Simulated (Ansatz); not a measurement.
Redistribution: C2H4F2 + C2H2F3I → C2H4FI + C2H2F4

Species: C2H4F2 `FCCF`, singlet; C2H2F3I (1,1,1-trifluoro-2-iodoethane) `FC(F)(F)CI`, singlet; C2H4FI (1-fluoro-2-iodoethane) `FCCI`, singlet; C2H2F4 `FCC(F)(F)F`, singlet. The partners trade F for I; both sit on C, so the bond types are kept.

Shapes, held fixed at every level: PBE0-D4/def2-TZVP. Flexible molecules stand in one conformer, not always the lowest. Programs: Ansatz 0.2.0. The zero-point and thermal change to 298 K, harmonic and unscaled (PBE0-D4/def2-TZVP), is +1.0 kJ/mol.

```
               level                    kind  ΔH(298 K) (kJ/mol)  less CCSD(T)/def2-TZVPP  CPU time (sum over the molecules)
         HF/def2-SVP            Hartree–Fock                -2.8                     -2.6                                  –
    SPW92/def2-TZVPP                     LDA                +2.9                     +3.1                               14 s
r2SCAN-D4/def2-TZVPP                meta-GGA                +1.2                     +1.4                               48 s
  PBE0-D4/def2-TZVPP           global hybrid                +1.2                     +1.4                               32 s
  wB97X-V/def2-TZVPP  range-separated hybrid                +2.3                     +2.5                               72 s
        MP2/def2-SVP     perturbation theory                -1.3                     -1.1                                  –
  CCSD(T)/def2-TZVPP   coupled cluster or CI                -0.2                      0.0                             33 min
```

The highest level, CCSD(T)/def2-TZVPP, gives ΔH(298 K) = -0.2 kJ/mol; the levels span -2.8 to +2.9. That is about zero within the method's error. They disagree on the sign: 4 of 7 are positive. The column of differences is taken from that level and isn't an error. No measured value is set beside it here. For atoms past krypton def2 sets carry core potentials with scalar relativity. Outer-core shells of I are correlated, in sets that cover them unevenly. Times are processor times on shared x86 and Arm servers, and rough.
